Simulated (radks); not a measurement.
Question: The table gives one normalised radial function P(r) = r R(r) of Ba2+ in [Kr] 4d9 5s2 5p6 4f1 (r in bohr). All-electron calculation, scalar-relativistic Kohn-Sham, B86b exchange with PBE correlation, spin-polarised, spherical densities, finite nucleus; open shells are filled with parallel spins first (spin-orbit coupling, left out, can overturn this in heavy ions); Fermi nuclear charge, rms radius 4.8378 fm. Program: a radial shooting solver on a logarithmic mesh with Libxc functionals.

r	P
0.0008986	0.0284
0.001189	0.0360
0.001573	0.0454
0.002081	0.0568
0.002754	0.0703
0.003644	0.0858
0.004821	0.1027
0.006379	0.1195
0.00844	0.1337
0.01117	0.1410
0.01478	0.1353
0.0194	0.1102
0.02566	0.0577
0.03395	-0.0233
0.04493	-0.1214
0.05944	-0.2052
0.07865	-0.2231
0.1041	-0.1269
0.1377	0.0787
0.1822	0.2866
0.2411	0.3129
0.3189	0.0510
0.422	-0.3436
0.5584	-0.4928
0.7388	-0.1530
0.9775	0.4642
1.293	0.8877
1.711	0.8658
2.264	0.5379
2.996	0.2156
3.964	0.0529
5.245	0.0070

Which n and l does it have? It may be an empty orbital.

Answer: n = 5, l = 0: the number of nodes gives n - l - 1 = 4, the rise at small r (about r^(l+1), flatter next to the nucleus through relativity) gives l, and the extent must fit the shell. The curve is that of 5s down; the table hardly tells the two spins apart. 5s down: eigenvalue -46.698 eV, 4 radial nodes at r = 0.0316, 0.125, 0.331, 0.795 bohr, <r> = 1.62 bohr, 90 % of the charge inside 2.33 bohr.
